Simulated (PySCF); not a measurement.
## Excitation energy of I by level of theory

I [Kr] 4d10 5s2 5p5 (2P) → I [Kr] 4d10 5s1 5p6 (2S), as a difference of total energies. Computed with PySCF 2.14 in aug-cc-pVTZ-PP with ECP28MDF, with a scalar-relativistic core potential. Correlated levels: valence: 4s2 4p6 4d10 frozen. The calculations carry no spin-orbit coupling.

| method | excitation energy (eV) |
| --- | --- |
| UHF | 12.727 |
| LDA | 10.498 |
| PBE | 10.469 |
| PBE0 | 11.049 |
| r2SCAN | 10.868 |
| B2PLYP | 10.895 |
| BP86 | 10.482 |
| M06 | 10.811 |
| wB97X | 11.384 |
| MP2 (valence) | 10.950 |
| SCS-MP2 (valence) | 10.751 |

How much does correlation contribute at MP2 (valence)?

10.950 − (12.727) = -1.777 eV, measured against UHF.

The upper state lies above the first ionisation limit, where it may autoionise and the basis confines it.
